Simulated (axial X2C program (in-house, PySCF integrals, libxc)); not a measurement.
## SeI: from the spin-free to the two-component result

All values were computed with an axial X2C code built on PySCF integrals. Spin-free means the one-electron spin-free X2C Hamiltonian; two-component (2c) means X2C with spin–orbit coupling and atomic mean-field two-electron Coulomb and Gaunt terms, so the difference of the two also holds small scalar two-electron terms. Basis: I dyall-cv3z [11s12p8d4f1g], Se dyall-cv3z [8s9p6d4f1g] (cores contracted in-house); Gaussian nuclei, density fitting, unrestricted open shells. Masses: I 126.904 u, Se 79.917 u.

Spin-free state: M_S = 1/2, Λ = 1 (beyond evenly filled blocks: π+α, π+β, π-α); fragments I + Se.

| level | Re (Å) | ωe (cm⁻¹) | De (eV) | μ (D) |
| --- | --- | --- | --- | --- |
| PBE0 | 2.440 | 280.6 | 2.292 | -0.47 |
| TPSS | 2.458 | 270.0 | 2.441 | -0.69 |

Dipoles are positive if Se is the positive end.

Task: Within this multiplet, which Ω should lie lowest by the rule for regular and inverted multiplets?

Result: The open π shell holds three electrons, one hole, so the multiplet is inverted: Ω = Λ + 1/2 = 3/2. The PBE0 2c search agrees.

Two-component determinant lowest at the distance of the search:

Ω = 3/2 (⟨Sz⟩ = 0.50, ⟨Lz⟩ = 1.00 at PBE0); fragments I + Se.

```tsv
level	Re (Å)	ωe (cm⁻¹)	De (eV)	μ (D)
PBE0	2.441	279.1	2.158	-0.64
TPSS	2.461	267.6	n/a	-0.85
```

Task: From the two tables, how do the constants change at the PBE0 level (2c against spin-free)?

Result: At the PBE0 level Re rises by 0.001 Å and ωe decreases by 1.5 cm⁻¹; De changes by -0.134 eV.

Occupations by symmetry block were frozen at the best pattern of an incomplete PBE0 search. Dissociation energies refer to the lowest single-determinant-based atoms at the same level and basis. De is not given where an atomic determinant may have missed its ground term or J level, or where the truncated virtual space spoils (T). Density functionals use the spin component along the axis (collinear). The functionals have no current-density term, which raises determinants with orbital currents, atoms included.
